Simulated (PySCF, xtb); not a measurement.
CH3ClGa, SMILES [CH3][Ga][Cl], multiplicity 2.

Harmonic wavenumbers (cm⁻¹) from GFN2-xTB in xtb at its own minimum, in rising order: 29, 87, 307, 341, 514, 535, 1125, 1413, 1417, 2973, 2995, 3017.

Question: What does PySCF with PBE-D3(BJ)/def2-TZVP give at its own minimum? (An estimate is asked for; the answer gives what the named calculation found.)

Answer: 57, 125, 357, 474, 600, 695, 1101, 1380, 1391, 2980, 3077, 3107. Paired by order, the mean absolute difference is 63 cm⁻¹ and the zero-point energies are 21.1 and 21.9 kcal/mol.
